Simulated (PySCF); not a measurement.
Os²⁺ (osmium, charge +2) across methods

[Xe] 4f14 5d6, high-spin 5D determinant. Calculation: PySCF 2.14, in aug-cc-pwCVDZ-PP with ECP60MDF; a scalar-relativistic core potential.

```json
{"method": "TPSSh", "E (hartree)": "-89.8266", "mean ε 5p β (eV)": "-67.440", "mean ε 5d α (eV)": "-24.675", "mean ε 5d β (eV)": "-22.111", "Σ⟨r²⟩ (bohr²)": "32.00", "⟨S²⟩": "6.001"}
{"method": "LC-wPBE", "E (hartree)": "-89.8752", "mean ε 5p β (eV)": "-71.445", "mean ε 5d α (eV)": "-28.449", "mean ε 5d β (eV)": "-25.804", "Σ⟨r²⟩ (bohr²)": "31.87", "⟨S²⟩": "6.002"}
{"method": "M06-L", "E (hartree)": "-89.9026", "mean ε 5p β (eV)": "-66.682", "mean ε 5d α (eV)": "-24.041", "mean ε 5d β (eV)": "-21.552", "Σ⟨r²⟩ (bohr²)": "31.56", "⟨S²⟩": "6.003"}
{"method": "PBE", "E (hartree)": "-89.8652", "mean ε 5p β (eV)": "-66.282", "mean ε 5d α (eV)": "-24.121", "mean ε 5d β (eV)": "-21.574", "Σ⟨r²⟩ (bohr²)": "32.17", "⟨S²⟩": "6.001"}
{"method": "HSE06", "E (hartree)": "-89.8398", "mean ε 5p β (eV)": "-68.387", "mean ε 5d α (eV)": "-25.304", "mean ε 5d β (eV)": "-22.544", "Σ⟨r²⟩ (bohr²)": "31.98", "⟨S²⟩": "6.001"}
{"method": "UHF", "E (hartree)": "-89.23930", "mean ε 5p β (eV)": "-75.133", "mean ε 5d α (eV)": "-29.814", "mean ε 5d β (eV)": "-26.032", "Σ⟨r²⟩ (bohr²)": "31.75", "⟨S²⟩": "6.004"}
{"method": "PBE0", "E (hartree)": "-89.8422", "mean ε 5p β (eV)": "-68.801", "mean ε 5d α (eV)": "-25.728", "mean ε 5d β (eV)": "-22.949", "Σ⟨r²⟩ (bohr²)": "31.96", "⟨S²⟩": "6.001"}
{"method": "r2SCAN", "E (hartree)": "-89.8842", "mean ε 5p β (eV)": "-67.059", "mean ε 5d α (eV)": "-24.468", "mean ε 5d β (eV)": "-21.585", "Σ⟨r²⟩ (bohr²)": "31.90", "⟨S²⟩": "6.002"}
{"method": "LDA", "E (hartree)": "-89.6378", "mean ε 5p β (eV)": "-66.358", "mean ε 5d α (eV)": "-24.240", "mean ε 5d β (eV)": "-21.656", "Σ⟨r²⟩ (bohr²)": "32.40", "⟨S²⟩": "6.001"}
```

Energies and moments cover only the electrons outside the core potential. Spin-orbit coupling, absent here, splits the open shell strongly.
